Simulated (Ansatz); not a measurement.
Gas-phase reaction in SMILES: SC1CCCCC1 + 7 [H][H] (H2) → 6 C (CH4) + S (H2S)
Each molecule is optimised on its own at B3LYP-D3(BJ)/def2-TZVP (Ansatz, an electronic-structure program), one conformer each, not searched for the lowest.
Geometry of the first species:
SMILES: SC1CCCCC1
```xyz
19

C     -2.1505    -0.7092     0.2910
C     -1.8717     0.7591    -0.0308
C     -0.4356     1.1514     0.3292
C      0.5787     0.2318    -0.3504
C      0.3035    -1.2373    -0.0302
C     -1.1338    -1.6258    -0.3896
S      2.3115     0.7146     0.0040
H     -2.0982    -0.8562     1.3756
H     -3.1653    -0.9775    -0.0124
H     -2.0337     0.9312    -1.1007
H     -2.5749     1.4068     0.4982
H     -0.2362     2.1882     0.0550
H     -0.2999     1.0803     1.4140
H      0.5099     0.3735    -1.4340
H      1.0197    -1.8705    -0.5556
H      0.4669    -1.3980     1.0412
H     -1.2618    -1.5633    -1.4760
H     -1.3142    -2.6678    -0.1148
H      2.2600     0.4992     1.3300
```
Charge 0, spin multiplicity 1.

Property: energy of full hydrogenation (electronic energy difference), in kcal/mol. Valence correlation only, unless marked. Spin-orbit coupling is left out. No relativistic terms. Basis-set limits of correlation are two-point, X^-3; Hartree-Fock from the larger set. [CCSD(T)-MP2]/basis is that difference in the basis named.

| level | program | energy of full hydrogenation (kcal/mol) | minus last row |
|---|---|---|---|
| HF/6-31G | Ansatz | -150.8 | -38.6 |
| r2SCAN/def2-TZVPD | Ansatz | -116.0 | -3.8 |
| r2SCAN-D4/def2-TZVPD | Ansatz + dftd4 | -113.7 | -1.5 |
| B3LYP/def2-TZVPD | Ansatz | -130.3 | -18.1 |
| PBE0/6-31G* | Ansatz | -120.6 | -8.4 |
| BHLYP-D3(BJ)/def2-TZVPD | Ansatz + dftd3 | -123.2 | -11.0 |
| HSE06-D3(BJ)/def2-TZVPD | Ansatz + dftd3 | -115.5 | -3.3 |
| HSE06-D4/def2-TZVPD | Ansatz + dftd4 | -114.5 | -2.3 |
| CAM-B3LYP-D3(BJ)/def2-TZVPD | Ansatz + dftd3 | -121.1 | -8.9 |
| LC-wPBE-D3(BJ)/def2-TZVPD | Ansatz + dftd3 | -113.0 | -0.8 |
| wB97X-V/def2-TZVPD | Ansatz | -113.2 | -1.0 |
| B2GP-PLYP-D3(BJ)/def2-TZVPD | Ansatz + dftd3 | -113.1 | -0.9 |
| MP2/6-31G | Ansatz | -105.4 | 6.8 |
| MP2/6-31G* | Ansatz | -94.8 | 17.4 |
| MP2/aug-cc-pV(T+d)Z | Ansatz | -105.5 | 6.7 |
| RI-MP2/CBS(aug-cc-pV(T+d)Z,aug-cc-pV(Q+d)Z) | Ansatz | -105.3 | 6.9 |
| SCS-MP2/STO-3G | Ansatz | -95.0 | 17.2 |
| CCSD(T)/aug-cc-pV(D+d)Z | Ansatz | -110.6 | 1.6 |
| CCSD(T)/aug-cc-pV(T+d)Z | Ansatz | -112.5 | -0.3 |
| RI-MP2/CBS(cc-pV(T+d)Z,cc-pV(Q+d)Z)+[CCSD(T)-MP2]/cc-pV(D+d)Z | Ansatz | -112.6 | -0.4 |
| RI-MP2/CBS(aug-cc-pV(T+d)Z,aug-cc-pV(Q+d)Z)+[CCSD(T)-MP2]/aug-cc-pV(T+d)Z | Ansatz | -112.2 | 0.0 |
